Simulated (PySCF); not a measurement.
# Bond curve of TeO

Set-up: Te cc-pVDZ-PP with ECP28, O cc-pVDZ; scalar-relativistic core potentials (PySCF 2.14). Energies in eV from Te + O in their ground configurations at the same level. State: ³Σ⁻ (triplet), unpaired electrons π ↑↑.

All columns are PBEsol. A positive dipole means Te(−)O(+).

| R (Å) | E (eV) | μ (D) | Mulliken charge on Te (basis-dependent) | HOMO (eV) | LUMO (eV) | Mayer bond order | ⟨S²⟩ |
| --- | --- | --- | --- | --- | --- | --- | --- |
| 1.596 | -2.769 | -2.13 | 0.45 | -4.92 | -3.59 | 1.97 | 2.00 |
| 1.670 | -3.823 | -2.30 | 0.44 | -5.10 | -3.78 | 1.96 | 2.00 |
| 1.745 | -4.422 | -2.43 | 0.43 | -5.27 | -3.97 | 1.96 | 2.00 |
| 1.800 | -4.655 | -2.51 | 0.41 | -5.40 | -4.10 | 1.96 | 2.00 |
| 1.856 | -4.749 | -2.57 | 0.40 | -5.53 | -4.23 | 1.96 | 2.00 |
| 1.912 | -4.739 | -2.61 | 0.38 | -5.65 | -4.35 | 1.96 | 2.00 |
| 1.986 | -4.606 | -2.65 | 0.36 | -5.79 | -4.51 | 1.96 | 2.00 |
| 2.079 | -4.310 | -2.68 | 0.33 | -5.96 | -4.69 | 1.96 | 2.00 |
| 2.190 | -3.847 | -2.69 | 0.30 | -6.13 | -4.88 | 1.96 | 2.00 |
| 2.339 | -3.161 | -2.65 | 0.26 | -6.31 | -5.10 | 1.96 | 2.01 |

A fit through these points gives, at Re = 1.877 Å, μ = -2.59 D and dμ/dR = -0.859 D/Å; the reduced mass is 14.24 u.

Task: How strong is the fundamental in the double-harmonic approximation, I = 42.26·(dμ/dR)²/μred km/mol?

Result: I = 42.26·(-0.859)²/14.24 = 2.19 km/mol at PBEsol.

Spin–orbit coupling is left out, which matters for elements this heavy, above all for dissociation energies. The state is the lowest determinant that a PBE0 search found; another state may lie lower at other levels.
